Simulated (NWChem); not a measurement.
System: SiH$_{2}$O$_{2}$, singlet; SMILES [Si](O)O

The following NWChem deck was run.

```
start job
memory heap 200 mb stack 900 mb global 1100 mb
geometry units angstroms
  Si     0.626107     0.020542     0.000000
  O     -0.411497     1.317374     0.000000
  H     -1.354995     1.103873     0.000000
  O     -0.518460    -1.209484     0.000000
  H     -0.167354    -2.106665     0.000000
end
basis spherical
  Si library 6-31g*
  O library 6-31g*
  H library 6-31g*
end
dft
  xc b3lyp
  iterations 150
end
driver
  maxiter 120
end
task dft optimize
task dft freq
```

Output (shortened):

```
             Northwest Computational Chemistry Package (NWChem) 7.3.0
             --------------------------------------------------------

 CS  symmetry detected

                             Geometry "geometry" -> ""
                             -------------------------

 Output coordinates in angstroms (scale by  1.889725989 to convert to a.u.)

  No.       Tag          Charge          X              Y              Z
 ---- ---------------- ---------- -------------- -------------- --------------
    1 Si                  14.0000     0.63194579     0.02520488     0.00000000
    2 O                    8.0000    -0.42459519     1.30665580     0.00000000
    3 H                    1.0000    -1.36485532     1.07931897     0.00000000
    4 O                    8.0000    -0.49443010    -1.22150075     0.00000000
    5 H                    1.0000    -0.13018346    -2.11342763     0.00000000

 Effective nuclear repulsion energy (a.u.)     102.7744431639

      Symmetry information
      --------------------

 Group name             Cs
 Group number              2
 Group order               2
 No. of unique centers     5

                                Z-matrix (autoz)
                                --------

 Units are Angstrom for bonds and degrees for angles

      Type          Name      I     J     K     L     M      Value
      ----------- --------  ----- ----- ----- ----- ----- ----------
    1 Stretch                  1     2                       1.66084
    2 Stretch                  1     4                       1.68018
    3 Stretch                  2     3                       0.96735
    4 Stretch                  4     5                       0.96344
    5 Bend                     1     2     3               115.91301
    6 Bend                     1     4     5               115.68855
    7 Bend                     2     1     4                98.39759
    8 Torsion                  2     1     4     5         180.00000
    9 Torsion                  3     2     1     4          -0.00000

                           NWChem Geometry Optimization
                           ----------------------------

 maximum gradient threshold         (gmax) =   0.000450
 rms gradient threshold             (grms) =   0.000300
 maximum cartesian step threshold   (xmax) =   0.001800
 rms cartesian step threshold       (xrms) =   0.001200
 fixed trust radius                (trust) =   0.300000
 source of zmatrix                         =   autoz

          -------------------
          Energy Minimization
          -------------------

 Using diagonal initial Hessian
 Scaling for Hessian diagonals: bonds = 1.00  angles = 0.25  torsions = 0.10

          --------
          Step   0

                                 NWChem DFT Module
                                 -----------------

 Summary of "ao basis" -> "ao basis" (spherical)
 ------------------------------------------------------------------------------
       Tag                 Description            Shells   Functions and Types
 ---------------- ------------------------------  ------  ---------------------
 Si                          6-31g*                  8       18   4s3p1d
 O                           6-31g*                  6       14   3s2p1d
 H                           6-31g*                  2        2   2s

      Symmetry analysis of basis
      --------------------------

        a'         37
        a"         13

            General Information
            -------------------
          SCF calculation type: DFT
          Wavefunction type:  closed shell.
          No. of atoms     :     5
          No. of electrons :    32
           Alpha electrons :    16
            Beta electrons :    16
          Charge           :     0
          Spin multiplicity:     1
          Use of symmetry is: on ; symmetry adaption is: on
          Maximum number of iterations: 150
          AO basis - number of functions:    50
                     number of shells:    24
          Convergence on energy requested:  1.00D-06
          Convergence on density requested:  1.00D-05
          Convergence on gradient requested:  5.00D-04

              XC Information
              --------------
                         B3LYP Method XC Potential
                     Hartree-Fock (Exact) Exchange  0.200
                        Slater Exchange Functional  0.800 local
                    Becke 1988 Exchange Functional  0.720 non-local
              Lee-Yang-Parr Correlation Functional  0.810
                  VWN I RPA Correlation Functional  0.190 local

[...]

      ----------------------
      Optimization converged
      ----------------------

  Step       Energy      Delta E   Gmax     Grms     Xrms     Xmax
  ---- ---------------- -------- -------- -------- -------- --------
@    4    -441.18549004 -1.9D-07  0.00007  0.00003  0.00034  0.00071
                                     ok       ok       ok       ok

                                Z-matrix (autoz)
                                --------

 Units are Angstrom for bonds and degrees for angles

      Type          Name      I     J     K     L     M      Value     Gradient
      ----------- --------  ----- ----- ----- ----- ----- ---------- ----------
    1 Stretch                  1     2                       1.66342    0.00007
    2 Stretch                  1     4                       1.68227   -0.00003
    3 Stretch                  2     3                       0.97346    0.00001
    4 Stretch                  4     5                       0.96932   -0.00001
    5 Bend                     1     2     3               115.68967    0.00000
    6 Bend                     1     4     5               114.69272    0.00000
    7 Bend                     2     1     4                98.80601   -0.00001
    8 Torsion                  2     1     4     5         180.00000    0.00000
    9 Torsion                  3     2     1     4          -0.00000    0.00000

                         Geometry "geometry" -> "geometry"
                         ---------------------------------

 Output coordinates in angstroms (scale by  1.889725989 to convert to a.u.)

  No.       Tag          Charge          X              Y              Z
 ---- ---------------- ---------- -------------- -------------- --------------
    1 Si                  14.0000     0.62738849     0.02093766     0.00000000
    2 O                    8.0000    -0.42089043     1.31247557     0.00000000
    3 H                    1.0000    -1.36794870     1.08729288     0.00000000
    4 O                    8.0000    -0.50108966    -1.22668527     0.00000000
    5 H                    1.0000    -0.11957797    -2.11776958     0.00000000

 Effective nuclear repulsion energy (a.u.)     102.5500480626

      Symmetry information
      --------------------

 Group name             Cs
 Group number              2
 Group order               2
 No. of unique centers     5

                Final and change from initial internal coordinates
                --------------------------------------------------

                                Z-matrix (autoz)
                                --------

 Units are Angstrom for bonds and degrees for angles

[...]

 Rotational Constants
 --------------------
 A=   0.854234 cm-1  (  1.229025 K)
 B=   0.294040 cm-1  (  0.423049 K)
 C=   0.218745 cm-1  (  0.314718 K)

 Temperature                      =   298.15K
 frequency scaling parameter      =   1.0000

 Zero-Point correction to Energy  =   17.395 kcal/mol  (  0.027720 au)
 Thermal correction to Energy     =   19.885 kcal/mol  (  0.031689 au)
 Thermal correction to Enthalpy   =   20.477 kcal/mol  (  0.032633 au)

 Total Entropy                    =   64.599 cal/mol-K
   - Translational                =   38.275 cal/mol-K (mol. weight =  61.9824)
   - Rotational                   =   22.890 cal/mol-K (symmetry #  =        1)
   - Vibrational                  =    3.434 cal/mol-K

 Cv (constant volume heat capacity) =   12.458 cal/mol-K
   - Translational                  =    2.979 cal/mol-K
   - Rotational                     =    2.979 cal/mol-K
   - Vibrational                    =    6.499 cal/mol-K

[normal modes left out]

 ----------------------------------------------------------------------------
 Normal Eigenvalue ||           Projected Infra Red Intensities
  Mode   [cm**-1]  || [atomic units] [(debye/angs)**2] [(KM/mol)] [arbitrary]
 ------ ---------- || -------------- ----------------- ---------- -----------
    1       -0.000 ||    0.000715           0.016         0.697       0.109
    2       -0.000 ||    0.000562           0.013         0.548       0.086
    3        0.000 ||    0.002596           0.060         2.530       0.396
    4        0.000 ||    0.000440           0.010         0.429       0.067
    5        0.000 ||    0.001187           0.027         1.157       0.181
    6        0.000 ||    0.000309           0.007         0.302       0.047
    7      306.900 ||    0.028299           0.653        27.587       4.319
    8      457.079 ||    0.188720           4.354       183.974      28.804
    9      531.814 ||    0.091594           2.113        89.290      13.980
   10      797.844 ||    0.069360           1.600        67.615      10.586
   11      816.015 ||    0.132934           3.067       129.590      20.289
   12      860.673 ||    0.222645           5.137       217.045      33.982
   13      913.987 ||    0.124944           2.883       121.802      19.070
   14     3711.801 ||    0.041934           0.967        40.879       6.400
   15     3777.478 ||    0.076552           1.766        74.627      11.684
 ----------------------------------------------------------------------------
```

Level: B3LYP/6-31G* (spherical d). Low-valent species are run as closed-shell singlets; no triplet was tried in these runs.
